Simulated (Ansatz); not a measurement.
One change: `[NH2][SnH2][Cl]` becomes `[Cl][SnH2][I]`.

Ansatz, PBE0-D4/def2-TZVP geometries, multiplicity 1. Each molecule was computed in one conformer, which needn't be the lowest.

Elements past krypton have def2 core potentials.

| property | `[NH2][SnH2][Cl]` |
| --- | --- |
| size of the dipole moment (PBE/def2-TZVPP) / D | 1.80 |
| HOMO–LUMO gap (PBE/def2-TZVPP) / eV | 4.90 |
| LUMO energy (PBE0/def2-TZVPP) / eV | -0.56 |
| LUMO energy (B3LYP/def2-TZVPP) / eV | -0.88 |
| LUMO energy (ωB97M-V/def2-TZVPP) / eV | 1.15 |
| HOMO–LUMO gap (PBE0/def2-TZVPP) / eV | 7.23 |

Give the same properties after the change, and the shifts. (Estimate.)

The calculation gave: 
```json
{"property": "size of the dipole moment (PBE/def2-TZVPP) / D", "`[Cl][SnH2][I]`": "2.04", "shift": "0.24"}
{"property": "HOMO–LUMO gap (PBE/def2-TZVPP) / eV", "`[Cl][SnH2][I]`": "4.07", "shift": "-0.83"}
{"property": "LUMO energy (PBE0/def2-TZVPP) / eV", "`[Cl][SnH2][I]`": "-1.84", "shift": "-1.28"}
{"property": "LUMO energy (B3LYP/def2-TZVPP) / eV", "`[Cl][SnH2][I]`": "-2.12", "shift": "-1.24"}
{"property": "LUMO energy (ωB97M-V/def2-TZVPP) / eV", "`[Cl][SnH2][I]`": "0.00", "shift": "-1.15"}
{"property": "HOMO–LUMO gap (PBE0/def2-TZVPP) / eV", "`[Cl][SnH2][I]`": "6.05", "shift": "-1.18"}
```

With PBE0 the HOMO falls by 0.10 eV and the LUMO falls by 1.28 eV, so the gap narrows by about 1.18 eV. PBE moves the HOMO by -0.37 eV and ωB97M-V by 0.10 eV. Dipoles are sizes alone; their direction can turn.

B3LYP here is the variant with VWN-RPA as its local correlation; programs differ in this.

Spin–orbit coupling is left out; it splits and shifts lone-pair levels of the heavy atoms by tenths of an eV.
